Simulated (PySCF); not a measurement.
## Dipole moment and polarisability of `O=CC(F)(C=O)C[SiH3]`

Compound: C4H7FO2Si.
Cartesian coordinates in Å at the GFN2-xTB level; atoms count from 1:
```xyz
15
C4H7FO2Si angstrom
O     -1.0861    0.6637   -1.5348
C     -1.1415   -0.4598   -1.1294
C     -0.3935   -0.9270    0.0924
F     -0.3566   -2.3199    0.0679
C     -1.1794   -0.5297    1.3345
O     -1.4141    0.5900    1.6683
C      1.0057   -0.3383    0.1472
Si     1.0959    1.5206   -0.3377
H     -1.7537   -1.2423   -1.6067
H     -1.4977   -1.4139    1.9159
H      1.4043   -0.4811    1.1513
H      1.6305   -0.9231   -0.5290
H      1.2221    1.6574   -1.7857
H      0.0590    2.3177    0.2887
H      2.4007    1.8939    0.2351
```

Level: B3LYP/def2-SVPD (PySCF), static field, nuclei fixed, core orbitals frozen in the response. The polarisability tensor in these axes (au):

```
x   76.15  7.67 -1.49
y    7.67 86.42 -2.68
z   -1.49 -2.68 77.09
```

Question: Give the principal values, the mean and the anisotropy Δα = √{½[(α1 − α2)² + (α2 − α3)² + (α1 − α3)²]}.

Answer: Principal values 72.05, 76.43 and 91.18 au; mean 79.89 au = 11.84 Å³ = 13.17 × 10⁻⁴⁰ C²·m²/J; Δα = 17.36 au (22 % of the mean).

Question: What is the dipole moment, and where does it point?

Answer: (0.05, -2.46, 0.00) D, 2.46 D in size, pointing from the negative to the positive side. Measured along this direction, the outermost atoms are H14 at the negative end and F4 at the positive end.

Question: Orientational against electronic polarisability at 298 K (dilute gas, rigid molecules)?

Answer: In Gaussian units μ²/3kT = 48.90 Å³ against 11.84 Å³, a ratio of 4.13; the Debye molar polarisation (4π/3)N_A(α + μ²/3kT) is 153.2 cm³/mol, leaving out the vibrational part.

Question: Find the Langevin capture rate constant for NO+ (29.998 u) meeting this molecule (134.020 u), k = 2.342 × 10⁻⁹ cm³/s × √(α in Å³ / reduced mass in u).

Answer: The reduced mass is 24.51 u, so k = 1.63 × 10⁻⁹ cm³/s. The formula leaves out the permanent dipole, which adds to the capture rate.

Question: What molar refraction does this α imply?

Answer: Lorentz–Lorenz: R = (4π/3)N_A α = 2.5225 cm³/(mol·Å³) × 11.84 Å³ = 29.9 cm³/mol, in the limit of long wavelengths.

One conformer (not necessarily the lowest) at the GFN2-xTB geometry, without solvent, vibrations or thermal averaging.
